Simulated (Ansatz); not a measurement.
`FBOC(F)(F)F` and `FC(F)(F)F` differ in one atom or group.

Ansatz, PBE0-D4/def2-TZVP geometries, multiplicity 1. Each molecule was computed in one conformer, which needn't be the lowest.

```csv
property,`FBOC(F)(F)F`
LUMO energy (PBE0/def2-TZVPP) / eV,-0.58
HOMO–LUMO gap (PBE/def2-TZVPP) / eV,7.44
HOMO energy (B3LYP/def2-TZVPP) / eV,-10.58
LUMO energy (ωB97M-V/def2-TZVPP) / eV,1.41
size of the dipole moment (B3LYP/def2-TZVPP) / D,0.82
size of the dipole moment (ωB97M-V/def2-TZVPP) / D,0.80
```

Problem. What does the change do to each property? (An estimate is asked.)

Solution. Ansatz gave: 
```csv
property,`FC(F)(F)F`,shift
LUMO energy (PBE0/def2-TZVPP) / eV,2.76,3.34
HOMO–LUMO gap (PBE/def2-TZVPP) / eV,12.06,4.62
HOMO energy (B3LYP/def2-TZVPP) / eV,-12.29,-1.71
LUMO energy (ωB97M-V/def2-TZVPP) / eV,4.31,2.90
size of the dipole moment (B3LYP/def2-TZVPP) / D,0.00,-0.82
size of the dipole moment (ωB97M-V/def2-TZVPP) / D,0.00,-0.80
```

With PBE0 the HOMO falls by 1.81 eV and the LUMO rises by 3.34 eV, so the gap widens by about 5.15 eV. PBE moves the HOMO by -1.27 eV and ωB97M-V by -1.94 eV. The zero-point energy changes by -48.4 kJ/mol with -9 modes.

B3LYP here is the variant with VWN-RPA as its local correlation; programs differ in this.
